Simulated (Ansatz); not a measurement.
**Reading a saddle point**

A first-order saddle point of CH6GeS, singlet, PBE0-D4/def2-TZVP, with one imaginary mode of 1380i cm⁻¹:

Ge1  (-1.111, -0.398, -0.169)
C2  (0.837, 0.503, 0.305)
S3  (-0.274, -1.799, -1.528)
H4  (0.622, -0.525, -0.558)
H5  (-1.862, 0.861, -0.646)
H6  (-1.557, -0.797, 1.251)
H7  (0.640, 1.537, 0.025)
H8  (0.859, 0.351, 1.384)
H9  (1.846, 0.267, -0.064)
(Å)

Computed with Ansatz 0.2.0 (basis: def2-TZVPP and def2-QZVPP); correlated methods freeze the cores. Filled d shells of the heavier atoms are correlated. The def2 sets are not built for correlating such inner shells, so the correlated values are less sure here. Extrapolation: Hartree–Fock as exp(−7.88 √X), correlation as X^−2.97.

Question: Which contacts change along the imaginary mode, and what lies on either side? (A judgement: the text doesn't fix the answer.)

Answer: By the calculation: The step is CH₆GeS ([CH3][GeH2][SH]) → GeH₂S ([S][GeH2]) + CH₄, with the molecules in contact on both sides. Shortening one way: C2–H4; lengthening the same way: Ge1–C2, S3–H4.
```tsv
pair	one side (Å)	saddle (Å)	other side (Å)
C2–H4	3.48	1.36	1.09
Ge1–C2	1.95	2.20	3.45
S3–H4	1.34	1.83	3.68
```

Question: Which side is lower, and how far does the saddle lie above each? (To be estimated.)

Answer: Computed: The side with Ge1–C2, S3–H4 short is lower by 94.6 kJ/mol; the saddle lies 254.0 kJ/mol above it and 159.4 kJ/mol above the other (CCSD(T) at an estimated basis limit (MP2 extrapolated from triple and quadruple zeta, plus CCSD(T) − MP2 in triple zeta); electronic energies).

T1 diagnostic: at most 0.017.

Labels in which every atom is bracketed show which atoms are joined, not bond orders.

For scale, one of the runs: CCSD(T)/def2-TZVPP, 205 basis functions, launched by `ansatz run in.yaml --threads 4 --pin off --events-out ev --progress --plain --max-ram 9574MiB`. Hardware: 4 CPU threads of an Arm Neoverse N1, shared host. Wall time 91 s; peak host memory 2.6 GiB.
